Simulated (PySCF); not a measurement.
**Working out the excitation energy of As**

As [Ar] 3d10 4s2 4p3 (4S) → As [Ar] 3d10 4s1 4p4 (4P). Calculation: PySCF 2.14, in aug-cc-pVDZ-DK (6s5p3d, 36 functions); scalar relativity by spin-free X2C-1e. Frozen: [Ar] 3d10. Energies in hartree (1 hartree = 27.21139 eV):

```
            part    As (lower)    As (upper)
             UHF  -2258.917865  -2258.599680
CCSD correlation     -0.071364     -0.089839
             (T)     -0.001110     -0.005195
```

**Question.** What does Hartree-Fock give?

**Answer.** (-2258.599680) − (-2258.917865) = 0.318185 hartree = 8.658 eV.

**Question.** What do CCSD and CCSD(T) give?

**Answer.** The CCSD correlation energies differ by -0.018475 hartree = -0.503 eV and the triples by -0.004085 hartree = -0.111 eV, so CCSD gives 8.155 eV and CCSD(T) 8.044 eV.

A double-zeta basis recovers only part of the correlation energy.

The coupled-cluster amplitudes are large, so a single reference is strained.
